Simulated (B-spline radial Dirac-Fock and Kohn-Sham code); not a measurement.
## Dipole and non-dipole photoemission parameters of As⁴⁺ 3d3/2

System: the As⁴⁺ ion in the configuration [Ar] 3d10 4s1; threshold 103.4 eV (orbital energy of the model). Level of theory: Dirac-Hartree-Slater photoionisation with a Latter tail; cross sections with all multipoles, angular parameters from the dipole term and its interference with E2; a radial finite-basis atomic code.

For linearly polarised light dσ/dΩ = σ/(4π) [1 + β P₂(cos θ) + (δ + γ cos²θ) sin θ cos φ], with θ from the polarisation vector and φ the angle between the beam and the projection of the electron momentum on the plane normal to the polarisation.

| hν (eV) | σ (kb) | β | γ | δ |
| --- | --- | --- | --- | --- |
| 113 | 2930 | 0.174 | -0.009 | 0.007 |
| 123 | 2980 | 0.242 | -0.011 | 0.010 |
| 137 | 2930 | 0.367 | -0.011 | 0.012 |
| 168 | ? | ? | ? | ? |
| 210 | 1840 | 0.803 | 0.006 | 0.020 |
| 225 | 1640 | 0.857 | 0.011 | 0.021 |
| 231 | 1560 | 0.876 | 0.013 | 0.022 |
| 305 | 913 | 1.043 | 0.044 | 0.027 |
| 574 | 194 | 1.217 | 0.170 | 0.040 |
| 697 | 112 | 1.223 | 0.230 | 0.046 |
| 763 | 86.0 | 1.219 | 0.262 | 0.049 |
| 800 | 74.6 | 1.215 | 0.279 | 0.051 |
| 1486.9 | 10.3 | 1.082 | 0.539 | 0.085 |
| 1970 | 3.88 | 0.985 | 0.663 | 0.110 |
| 2000 | 3.68 | 0.980 | 0.670 | 0.111 |
| 2340 | 2.10 | 0.920 | 0.736 | 0.129 |
| 2780 | 1.12 | 0.854 | 0.805 | 0.152 |
| 2880 | 0.979 | 0.840 | 0.819 | 0.157 |
| 2984.4 | 0.858 | 0.826 | 0.833 | 0.163 |
| 4000 | 0.283 | 0.716 | 0.943 | 0.213 |
| 4430 | 0.190 | 0.678 | 0.979 | 0.234 |
| 5550 | 0.0780 | 0.599 | 1.054 | 0.286 |
| 6660 | 0.0374 | 0.538 | 1.107 | 0.335 |
| 6740 | 0.0356 | 0.534 | 1.111 | 0.339 |
| 12000 | 0.00318 | 0.357 | 1.214 | 0.541 |
| 13200 | 0.00211 | 0.330 | 1.218 | 0.582 |
| 15000 | 0.00122 | 0.295 | 1.215 | 0.641 |

Question: Give the values at 168 eV.

Answer: σ = 2500 kb, β = 0.597, γ = -0.005, δ = 0.016.

Values without a named source are computed, but for edge energies of neutral atoms, which are taken from tables.
